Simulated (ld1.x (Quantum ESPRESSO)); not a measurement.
Te: variants of one TM potential

Base potential:

```
Element                 : tellurium (Te)
Generator               : ld1.x (Quantum ESPRESSO) 7.5
Type                    : norm-conserving Troullier–Martins (Kleinman–Bylander form)
Functional              : PBEsol
Relativity              : scalar-relativistic
Frozen core             : [Kr] 4d10
Valence charge          : 6
Reference configuration : 5s2 5p3 (charge +1)
Partial waves           : 5s (bound): rc 1.55 bohr; 5p (bound): rc 1.80 bohr; 5d channel at 0.2 Ry: rc 1.45 bohr
Local potential         : the d channel
Core correction         : Bessel-smoothed model core inside 0.70 bohr
```

Cutoffs, loose and tight: the cutoffs (Ry, on a coarse ladder) from which the occupation-weighted sum of valence levels, in a spherical-Bessel basis at the reference potential, stays within 10 and 1 mRy of its value at 400 Ry. They do not see the model core or the augmentation charge, which bear on the density cutoff. Test errors are all-electron minus pseudo excitation energies from the reference, over the configurations 5s2 5p4; 5s2 5p2; 5s2 5p1; 5s1 5p4; 5s1 5p5; 5s0 5p6; 5s2 5p0. A dash means not determined; rows that change the core or the reference have their own tests. The largest error is taken over the tests solved by every variant that gives reliable tests at all: 5s1 5p4; 5s1 5p5; 5s2 5p0; 5s2 5p1; 5s2 5p2; 5s2 5p4.

A true bound ghost makes a file unfit for plane-wave use even where its test errors are small: the radial tests pick states by their node count and pass the ghost by.

| change | outcome | cutoff, loose | cutoff, tight | bound ghosts | largest test error (meV) |
| --- | --- | --- | --- | --- | --- |
| base | generated | 50 Ry | 90 Ry | s, p | -199 |
| wave 5p (bound): rc 1.80 bohr becomes 5p (bound): rc 1.22 bohr | generated | over 300 Ry | over 300 Ry | s | -610 |
| wave 5p (bound): rc 1.80 bohr becomes 5p (bound): rc 1.68 bohr | generated | 50 Ry | 100 Ry | s, p | -212 |
| wave 5p (bound): rc 1.80 bohr becomes 5p (bound): rc 1.88 bohr | generated | 50 Ry | 90 Ry | s, p | -196 |
| wave 5p (bound): rc 1.80 bohr becomes 5p (bound): rc 2.24 bohr | generated | 50 Ry | 90 Ry | s, p | -190 |
| wave 5p (bound): rc 1.80 bohr becomes 5p (bound): rc 2.48 bohr | generated | 50 Ry | 90 Ry | s, p | -214 |
| wave 5p (bound): rc 1.80 bohr becomes 5p (bound): rc 2.72 bohr | generated | 50 Ry | 90 Ry | s, p | -273 |

(1) What comes out with this change to the base: wave 5p (bound): rc 1.80 bohr becomes 5p (bound): rc 1.40 bohr?

Results:

(1) outcome: generated; cutoff, loose: 140 Ry; cutoff, tight: 180 Ry; bound ghosts: s, p; largest test error (meV): -319.

Reading the sweep of the p radius (base included, trends over the rows without a ghost): Bound ghosts are found at 1.22, 1.4, 1.68, 1.8, 1.88, 2.24, 2.48, 2.72 bohr. Every judged row has one, so this setting neither creates nor removes them.
